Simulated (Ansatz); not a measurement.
Coupled-cluster diagnostics for SnSe₄, Ansatz.

Geometry of the singlet (PBE-D4/def2-SVP):

Cartesian coordinates in Å:
```
Sn -1.4656 0.3929 -0.5655
Se -0.4603 -0.7613 1.7769
Se 0.3029 1.3831 1.3817
Se 0.4339 -1.5843 -1.1181
Se 1.1891 0.5696 -1.4750
```

In the def2 sets Sn takes a core potential; there is no spin–orbit coupling. Correlated methods freeze 40 core orbitals; core or outer-core shells of Sn, Se are correlated, in sets that lack core-valence functions. The geometry of the singlet was relaxed on an unsound state (restricted singlet, unstable towards broken spin symmetry at other levels and untested here). Another isomer (singlet) lies 0.36 eV lower at PBE0-D4/def2-TZVP; other spin states weren't run for this one.

Q: Estimate the CCSD(T) correlation energy, the shares of MP2 and (T), T1 and the reference's ⟨S²⟩ for: charge 0, singlet, own geometry in def2-SVP; and the rough time on 4 threads of Arm Neoverse V2 on a shared host.

A: 
```csv
state,basis,correlation (eV),MP2 share (%),(T) share (%),T1,⟨S²⟩ (pure),wall time,remarks
"charge 0, singlet, own geometry",def2-SVP,-29.947,97.9,4.4,0.014,0.00 (0.00),80 s,restricted SCF unstable
```
Customary marks for T1 are 0.02 (closed shells), 0.045 (open shells) and about 0.05 (3d metals). T1 stays under 0.02 throughout.
